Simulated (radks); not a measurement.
Q: Radial electron density D(r) = 4 pi r^2 rho(r) of an atom or ion with 7 electrons. All-electron calculation, Dirac Kohn-Sham, PBE, spin-unpolarised, spherical densities, finite nucleus; Fermi nuclear charge, rms radius of each element as measured or else 0.836 A^(1/3) + 0.57 fm. Program: a radial shooting solver on a logarithmic mesh with Libxc functionals.

```
   r/bohr * D(r) (the largest magnitude, 9.59, reaches the edge; | marks zero)
  0.01008 |  *
  0.01137 |  *
  0.01282 |   *
  0.01434 |    *
  0.01616 |     *
  0.01822 |       *
  0.02055 |        *
  0.02317 |          *
  0.02612 |             *
  0.02922 |               *
  0.03294 |                  *
  0.03714 |                      *
  0.04188 |                          *
  0.04722 |                              *
  0.05281 |                                  *
  0.05955 |                                      *
  0.06714 |                                           *
   0.0757 |                                               *
  0.08535 |                                                  *
  0.09546 |                                                    *
   0.1076 |                                                      *
   0.1214 |                                                      *
   0.1368 |                                                     *
   0.1543 |                                                  *
   0.1726 |                                              *
   0.1946 |                                         *
   0.2194 |                                   *
   0.2473 |                              *
   0.2789 |                          *
   0.3144 |                       *
   0.3517 |                     *
   0.3965 |                     *
   0.4471 |                      *
   0.5041 |                        *
   0.5684 |                         *
   0.6357 |                          *
   0.7168 |                         *
   0.8081 |                       *
   0.9112 |                    *
    1.027 |                *
    1.149 |            *
    1.296 |        *
    1.461 |     *
    1.647 |    *
    1.857 |   *
    2.077 |  *
    2.342 |  *
    2.641 |  *
    2.977 | *
    3.357 | *
    3.785 |*
    4.233 |*
    4.773 *
    5.382 *
    6.068 *
    6.841 *
    7.652 *
```

What is the nuclear charge?

A: Z = 9. The innermost maximum, from 1s, lies near gamma/Z bohr with gamma = sqrt(1 - (Z/c)^2) = 0.998, here 0.111 bohr (found: 0.116), and its height grows with Z. The density is that of the fluorine ion F2+ in [He] 2s1 2p3 3s1; the configuration itself is not fixed sharply by these data. D(r) has 2 maxima, at r = 0.116, 0.646 bohr, and minima at 0.378 bohr, inside which lie 2.25 electrons.
